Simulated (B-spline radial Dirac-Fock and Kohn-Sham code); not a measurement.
Energy-loss ionisation edge O3 of Bi

System: atomic bismuth in the configuration [Xe] 4f14 5d10 6s2 6p3. These are calculated numbers from a radial finite-basis atomic code; the model is the first Born approximation with generalised oscillator strengths from a Dirac-Hartree-Slater potential (longitudinal and transverse terms; continuum final states only, so no white lines or fine structure). The edge is taken at 92.60 eV (tabulated value).

Partial cross sections σ(β, Δ) in barn, integrated over a window Δ above the edge and up to the collection semi-angle β, for parallel illumination:

```tsv
E₀ (kV)	β (mrad)	Δ = 25 eV	Δ = 50 eV	Δ = 100 eV	Δ = 200 eV	Δ = 300 eV
60	5	8480	12000	14700	16400	17000
60	10	13400	19500	24100	27000	28100
60	50	31200	52700	72100	84900	88400
80	10	12100	17900	22100	24800	25900
80	50	25300	43000	59300	71100	74700
80	100	?	?	?	?	?
100	10	11300	16800	20800	23400	24400
100	20	17600	27900	35500	39600	41000
120	10	10800	16100	20000	22400	23400
120	50	19200	32600	45200	55100	58700
200	5	6360	9280	11500	13100	13700
300	5	6150	9080	11300	12800	13400
300	50	11600	19500	27200	33400	36000
300	100	11600	19500	27200	33400	36000
```

Q: Give the row for 80 kV and 100 mrad.

A: 25600 b for 25 eV, 43700 b for 50 eV, 61000 b for 100 eV, 75100 b for 200 eV, 80900 b for 300 eV.
